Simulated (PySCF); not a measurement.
F₂H₂O₂SW, SMILES [S]=[W]([F])([OH])([OH])[F], multiplicity 1. Atoms are numbered in the order given.

```xyz
8

W     -0.1143     0.0539     0.0000
S      1.9833    -0.3042     0.0000
F     -0.2659     1.9155     0.0000
F     -0.8691    -1.7012     0.0000
O     -0.6697     0.0195     1.8035
H     -1.1719    -0.6804     2.2426
O     -0.6697     0.0195    -1.8035
H     -1.1719    -0.6804    -2.2426
```
Charge 0, spin multiplicity 1.

Geometry optimised at B3LYP-D3(BJ)/def2-SVP. The multiplicity is an assumed one; no other spin state was optimised. The structure was generated by enumeration; whether it is a known compound was not checked. The def2 effective core potentials stand for the cores of W; spin–orbit coupling is left out. Other conformers were not sampled.

Computed with PySCF with PBE/def2-TZVP.

ESP charges are fitted to the potential on shells at 1.4 to 2.0 van der Waals radii. Atomic charges (e):

```
atom  Mulliken  ESP fit  Löwdin
----  --------  -------  ------
W1        1.27     1.08     [?]
S2       -0.26    -0.22    0.15
F3       -0.30    -0.21   -0.17
F4       -0.37    -0.35   -0.24
O5       -0.52    -0.61     [?]
H6        0.35     0.46     [?]
O7       -0.52    -0.61     [?]
H8        0.35     0.46     [?]
```

Q: Complete the blanks. (An estimate is asked for; the answer gives what the named calculation found.)

A: 
- W1, Löwdin: 0.36
- O5, Löwdin: -0.23
- H6, Löwdin: 0.18
- O7, Löwdin: -0.23
- H8, Löwdin: 0.18
